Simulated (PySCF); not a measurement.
Molecule: `N#CCC(F)(F)F`, C3H2F3N.

Cartesian coordinates in Å; atom numbers follow the order of the lines, from 1:
```xyz
9

N     2.5590   -0.2055    0.6851
C     1.4673    0.1296    0.5077
C     0.0945    0.5617    0.2988
C    -0.7468   -0.4538   -0.4559
F    -0.8117   -1.6104    0.1955
F    -1.9871    0.0152   -0.5934
F    -0.2540   -0.6865   -1.6690
H    -0.3872    0.7479    1.2705
H     0.0825    1.5041   -0.2692
```

Geometry PBE0-D3(BJ)/def2-SVP throughout; GIAO in PySCF, gas phase, one conformer, non-relativistic; equivalent atoms averaged; functional PBE0.

For orientation, pcSseg-1 gives these shifts δ (against NH3, TMS, CFCl3 at the same level): N1 317.5, C4 127.5, C2 116.3, C3 25.8, F5/F6/F7 -76.6, H8/H9 2.73 ppm.

A run gave: N1 283.9, C4 123.0, C2 109.8, C3 25.0, F5/F6/F7 -72.4, H8/H9 2.97 ppm (shifts δ (against NH3, TMS, CFCl3 at the same level)).

Q: Which basis set was used in that run?
A. aug-cc-pVDZ
B. pcSseg-0
C. def2-SVP
D. pcSseg-2

A: A. C2 tells them apart best: aug-cc-pVDZ gives 109.8, pcSseg-2 gives 119.2, def2-SVP gives 107.1, pcSseg-0 gives 128.5 ppm.
